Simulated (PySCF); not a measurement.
Can point charges reproduce the dipole moment of `C#CCP(C)C=C`?

Coordinates (GFN2-xTB, Å) and charges (e) from the PBE0/pcSseg-1 density (PySCF):

| atom | x | y | z | Mulliken | IAO | Hirshfeld | ESP-fitted |
| --- | --- | --- | --- | --- | --- | --- | --- |
| C1 | 2.285 | 0.069 | 1.437 | -0.3604 | -0.2685 | -0.1224 | -0.4218 |
| C2 | 1.786 | 0.136 | 0.350 | +0.1496 | -0.0237 | -0.0372 | -0.0355 |
| C3 | 1.136 | 0.195 | -0.932 | -0.3233 | -0.4542 | -0.1009 | -0.1691 |
| P4 | -0.690 | -0.269 | -0.878 | +0.3233 | +0.5139 | +0.1628 | -0.2431 |
| C5 | -0.525 | -1.891 | -0.001 | -0.4804 | -0.6126 | -0.1689 | -0.2318 |
| C6 | -1.143 | 0.744 | 0.573 | -0.4228 | -0.3357 | -0.0960 | +0.1466 |
| C7 | -1.840 | 1.861 | 0.460 | -0.1124 | -0.2864 | -0.0888 | -0.4278 |
| H8 | 2.753 | 0.026 | 2.375 | +0.0405 | +0.1989 | +0.0887 | +0.2979 |
| H9 | 1.196 | 1.210 | -1.337 | +0.1827 | +0.1792 | +0.0548 | +0.1560 |
| H10 | 1.621 | -0.489 | -1.635 | +0.1769 | +0.1731 | +0.0555 | +0.1776 |
| H11 | -0.124 | -2.631 | -0.692 | +0.1423 | +0.1545 | +0.0427 | +0.1380 |
| H12 | -1.513 | -2.218 | 0.320 | +0.1490 | +0.1588 | +0.0444 | +0.0985 |
| H13 | 0.135 | -1.803 | 0.861 | +0.1529 | +0.1508 | +0.0328 | +0.0824 |
| H14 | -0.807 | 0.386 | 1.541 | +0.1415 | +0.1483 | +0.0381 | +0.0891 |
| H15 | -2.181 | 2.216 | -0.499 | +0.1172 | +0.1498 | +0.0437 | +0.1899 |
| H16 | -2.098 | 2.468 | 1.314 | +0.1233 | +0.1536 | +0.0506 | +0.1533 |

Compute μ = Σ q r for each scheme (1 e·Å = 4.803 D) and compare with the dipole of the full density.

The full density gives (0.08, -0.08, 0.60) D, 0.61 D in size; dipole vectors point from the negative to the positive end.

| scheme | μx | μy | μz | size (D) | share of the full size (%) | angle to the full dipole (°) |
| --- | --- | --- | --- | --- | --- | --- |
| Mulliken | -2.11 | 0.02 | -3.73 | 4.29 | 702 | 157 |
| IAO | -1.25 | 0.01 | -1.76 | 2.16 | 353 | 152 |
| Hirshfeld | -0.54 | 0.07 | -0.82 | 0.98 | 161 | 154 |
| ESP-fitted | 0.10 | -0.18 | 0.48 | 0.52 | 85 | 13 |

Which set comes closest?

Length of the difference vector: ESP-fitted 0.16 D, Hirshfeld 1.56 D, IAO 2.71 D, Mulliken 4.85 D. Closest: ESP-fitted. ESP charges are fitted to the potential around the molecule, whose slowest-falling term is the dipole's. 

What is left for the Hirshfeld atoms' own dipoles?

The shares of the density sum to the whole, so what Σ q r misses lies in dipoles about the nuclei. The atomic dipoles sum to (0.08, -0.08, 0.60) − (-0.54, 0.07, -0.82) = (0.62, -0.15, 1.42) D, 1.56 D in size.

With the origin at the mean of the coordinates, (0.000, 0.001, 0.204) Å, which are the largest single terms, by size, of the IAO dipole along the direction of the full one?

P4 -2.76, H8 +2.39, C3 +2.15, C1 -1.95, H9 -1.30 D; all 16 atoms together -1.90 D. The single terms depend on the origin, their sum doesn't.

Give the size of the full dipole in other units.

0.61 D = 0.240 au = 0.127 e·Å = 2.04 × 10⁻³⁰ C·m.

Geometry: GFN2-xTB, one conformer, isolated molecule.

The run behind these numbers computed NMR shieldings as well. The run took about 80 s of CPU time (with the writing of density and orbital grids) (one thread, shared machine).

The values belong to the conformer `[CH:1]#[C:2][CH2:3][P:4]([CH3:5])[CH:6]=[CH2:7]`: C2–C3–P4–C5 -52°, C3–P4–C6–C7 106°.
